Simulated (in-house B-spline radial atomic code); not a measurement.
## RPA correlation on LDA exchange-only: neutral lithium

Configuration [He] 2s1, highest spin, mean-field start LDA exchange-only. Computed with an all-electron radial atomic-structure program (B-spline basis): all electrons, non-relativistic, point nucleus, each spin shell either full or empty, empty states to l = 9 with an (l + 1/2)⁻⁴ tail; G0W0 by contour deformation at full frequency.

RPA overbinds a lone outer s electron by self-correlation, and G0W0 tends to as well.

The highest G0W0 level has too low a weight to be given.

Command:
```bash
python run_gw.py task.json out
```
Settings (radii: box in bohr, nucleus in fm):
```
Z                        3
electrons                3
configuration            [He] 2s1
hamiltonian              nr
method                   lda,
lmax                     9
spin_polarised           True
box_radius               40
intervals                46
ion_configuration        1s2
```

Time taken, with all properties: 1.3 s on 1 thread of Arm Neoverse N1, on a shared host.

Energies (hartree):

```tsv
term	value
mean-field total	-7.19340
Hartree-Fock functional on these orbitals	-7.42863
direct second order	-0.13236
second-order exchange	0.082284
SOSEX correction	0.066739
```

What is the RPA correlation energy, and what remains with SOSEX?

RPA gives -0.11193 hartree (-1.02 eV per electron); RPA + SOSEX gives -0.045191, and the second-order doubles -0.050076 hartree (no singles). SOSEX takes back 60 % of the RPA value.

What does it cost to remove one electron (to 1s2) by differences of total energies, each species on its own start (correlation terms add to the Hartree-Fock functional)?

LDA exchange-only 5.027 eV, Hartree-Fock functional 5.323 eV, + RPA 6.000 eV, + RPA + SOSEX 5.368 eV, + second order 5.382 eV. Tabulated: 5.392 eV (NIST, measured).
